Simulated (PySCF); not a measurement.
CH₇GaN₂. Atoms are numbered in the order given.

```xyz
11

Ga     0.0011     0.0025     0.0021
C     -1.4084    -1.3443    -0.2622
H     -1.1286    -2.0332    -1.0760
H     -2.3630    -0.8679    -0.5347
H     -1.5639    -1.9421     0.6493
N      0.0059     1.5941    -0.8948
H     -0.6341     1.8038    -1.6547
H      0.7745     2.2578    -0.8737
N      1.3949    -0.2581     1.1533
H      2.0920     0.4465     1.3751
H      1.4335    -1.0286     1.8133
```
Charge 0, spin multiplicity 1.

Geometry: TPSSh-D3(BJ)/def2-SVP. The structure was generated by enumeration; whether it is a known compound was not checked. The values are those of a single conformer.

Method: PySCF with HF/pcSseg-1.

GIAO shieldings, no solvent; atoms listed in one row are averaged. δ = σ(ref) − σ: ¹³C against TMS (σ = 192.6 ppm); ¹H against TMS (σ = 31.99 ppm); ¹⁵N against NH3 (σ = 267.3 ppm), references at their B3LYP-D3(BJ)/def2-TZVP geometries, non-relativistic.

| nucleus | atoms | count | δ (ppm) |
|---|---|---|---|
| ¹³C | C2 | 1 | -13.3 |
| ¹H | H11 | 1 | 0.89 |
| ¹H | H7 | 1 | 0.88 |
| ¹H | H10 | 1 | 0.81 |
| ¹H | H8 | 1 | 0.79 |
| ¹H | H3, H4, H5 | 3 | 0.10 |
| ¹⁵N | N6, N9 | 2 | 10.5 |
